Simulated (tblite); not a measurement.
C6H18Si2, triplet, at the geometry of the source list (a higher spin typed on purpose: for a closed-shell molecule this is an excited state); GFN1-xTB (tblite 0.6.0).

Input for tblite:
```
$ tblite run mol.xyz --method gfn1 --charge 0 --spin 2 --efield 0,0,0.1 --json tblite.json --no-restart

# file mol.xyz
26

C     -1.84850000    -0.74300000    -1.64770000
Si    -1.15770000    -0.18740000     0.04890000
C     -2.10160000     1.39700000     0.56170000
C     -1.59250000    -1.55100000     1.31990000
Si     1.15780000     0.18740000    -0.04890000
C      1.84850000     0.74300000     1.64770000
C      1.59250000     1.55100000    -1.31990000
C      2.10160000    -1.39700000    -0.56170000
H     -1.37780000    -1.66340000    -1.97980000
H     -1.66660000     0.00880000    -2.40990000
H     -2.92000000    -0.91890000    -1.61220000
H     -3.17450000     1.23330000     0.60970000
H     -1.78080000     1.74500000     1.53910000
H     -1.92600000     2.20330000    -0.14420000
H     -2.66250000    -1.73150000     1.37220000
H     -1.11520000    -2.49210000     1.06340000
H     -1.25870000    -1.27820000     2.31660000
H      2.92000000     0.91890000     1.61220000
H      1.37780000     1.66340000     1.97980000
H      1.66660000    -0.00880000     2.40990000
H      1.25870000     1.27820000    -2.31660000
H      1.11520000     2.49210000    -1.06340000
H      2.66250000     1.73150000    -1.37220000
H      1.78080000    -1.74500000    -1.53910000
H      1.92600000    -2.20330000     0.14420000
H      3.17450000    -1.23330000    -0.60970000
```

Output, abridged:

```
xTB calculator
 | screened Coulomb repulsion
 | Coulomb electrostatics
 |  * isotropic Klopman-Ohno-Mataga-Nishimoto electrostatics
 |  * onsite third-order electrostatics
 | DFT-D3(BJ) dispersion correction
 | Interactions (1)
 | [1] electric field

halogen bonding energy    0.0000000000000E+00 Eh
repulsion energy          3.7974378495135E-01 Eh
dispersion energy        -1.2771163233507E-02 Eh
interaction energy        0.0000000000000E+00 Eh
number of electrons       5.0000000000000E+01 e
integral cutoff           2.8146159136829E+01 bohr

------------------------------------------------------------
  cycle        total energy    energy error   density error
------------------------------------------------------------
      1     -25.90895817735  -2.6275931E+01   3.6678513E-01
      2     -25.91413189629  -5.1737189E-03   2.1434624E-01
      3     -25.91433817829  -2.0628200E-04   1.0148653E-02
      4     -25.91443151101  -9.3332716E-05   1.7352994E-03
      5     -25.91443934581  -7.8348090E-06   4.8451509E-04
      6     -25.91444065258  -1.3067704E-06   1.8820250E-04
      7     -25.91444069735  -4.4760977E-08   4.1726554E-05
      8     -25.91444071891  -2.1561547E-08   4.6648008E-06
------------------------------------------------------------

electronic energy        -2.6281413340625E+01 Eh
total energy             -2.5914440718907E+01 Eh

Post processing:
 | Mayer-Wiberg bond orders

[Info] JSON dump of results written to 'tblite.json'
```
